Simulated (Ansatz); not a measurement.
C2HBF2, SMILES `C#CB(F)F`, relaxed with RKS PBE-D4/def2-SVP in Ansatz from a rough embedded geometry. The force threshold is 0.03 eV/Å; the program also tests the step.

Charge 0, multiplicity 1.

Start:

```xyz
6

C    -0.646   -0.249   -1.462
C    -0.158   -0.072   -0.407
B     0.435    0.132    0.984
F     1.336   -0.742    1.593
F     0.026    1.299    1.786
H    -0.994   -0.368   -2.493
```

(1) How much energy does the relaxation release, and in how many steps? (An estimate is asked.)

(2) Which bonds change most? (Estimate.)

(3) Give the relaxed structure. (Estimate.)

Results:

(1) Computed: 0.60 eV, in 4 steps.

(2) Ansatz gave: B3–F5 from 1.474 to 1.329 Å; B3–F4 from 1.394 to 1.329 Å; C1–C2 from 1.176 to 1.227 Å; C1–H6 from 1.095 to 1.082 Å.

(3) Computed: 
```xyz
6

C    -0.609   -0.234   -1.495
C    -0.151   -0.059   -0.370
B     0.419    0.161    1.030
F     1.289   -0.692    1.562
F     0.064    1.213    1.761
H    -1.012   -0.390   -2.487
```
